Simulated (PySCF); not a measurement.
Correlation energy of Dy (dysprosium, neutral)

Starting occupation: [Xe] 4f10 6s2, 4f5/2 with m_j = -5/2, -3/2, -1/2, +1/2, +3/2, +5/2, 4f7/2 with m_j = +1/2, +3/2, +5/2, +7/2. Computed with PySCF 2.14 in x2c-QZVPPall-2c (16s16p12d6f4g1h, 213 functions), with X2C-1e with screened-nucleus spin-orbit coupling, Gaussian nucleus. Frozen: [Ar] 3d10; 38 electrons correlated; the 40 highest virtual spinors left out.

MP2 pair energies summed by pair of shells (mhartree):

```
 pair   energy  share (%)
4d-4f  -405.07       20.3
4f-4f  -396.03       19.9
4f-5p  -269.30       13.5
4d-4d  -156.05        7.8
5p-5p  -133.21        6.7
4d-4p  -108.84        5.5
4f-4p  -100.84        5.1
4d-5p   -87.61        4.4
4f-5s   -62.57        3.1
5p-5s   -39.30        2.0
4d-5s   -32.46        1.6
5p-6s   -31.66        1.6
4d-4s   -27.17        1.4
4p-4p   -26.58        1.3
4f-4s   -23.25        1.2
6s-6s   -18.94        0.9
4f-6s   -18.33        0.9
4p-5p   -15.21        0.8
4p-4s   -14.91        0.7
4p-5s    -8.03        0.4
5s-5s    -7.11        0.4
4d-6s    -3.12        0.2
4s-5p    -2.72        0.1
4s-4s    -2.41        0.1
5s-6s    -1.72        0.1
4s-5s    -1.20        0.1
4p-6s    -0.54        0.0
4s-6s    -0.08        0.0
```

Total MP2 correlation energy: -1994.3 mhartree.

The GHF reference relaxed away from the jj start to a determinant that is no pure jj level (⟨S²⟩ = 5.90, ⟨J²⟩ = 72.01); the energies belong to that determinant.

This basis was not built for core-valence correlation, so the inner-shell part is incomplete.
